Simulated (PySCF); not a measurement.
## Working out the ionisation energy of Bi(2+)

Bi(2+) [Xe] 4f14 5d10 6s2 6p1 (2P) → Bi(3+) [Xe] 4f14 5d10 6s2 (1S). All numbers are calculated (PySCF 2.14, scalar relativity through the core potential, in aug-cc-pVTZ-PP with ECP60MDF (6s5p4d2f, 55 functions)). Frozen: 5s2 5p6 5d10. Energies in hartree (1 hartree = 27.21139 eV):

```
            part  Bi(2+) (lower)  Bi(3+) (upper)
             UHF     -212.729643     -211.882874
CCSD correlation       -0.036386       -0.027180
             (T)       -0.000361        0.000000
```

Problem. What does Hartree-Fock give?

Solution. (-211.882874) − (-212.729643) = 0.846769 hartree = 23.042 eV.

Problem. What do CCSD and CCSD(T) give?

Solution. The CCSD correlation energies differ by 0.009206 hartree = 0.251 eV and the triples by 0.000361 hartree = 0.010 eV, so CCSD gives 23.293 eV and CCSD(T) 23.303 eV.

Reference: 25.571 eV (measured; NIST Atomic Spectra Database, ionization energies), between the lowest levels; spin-orbit coupling is absent from the calculation.

What remains against the reference includes basis incompleteness, the frozen core and higher excitations.
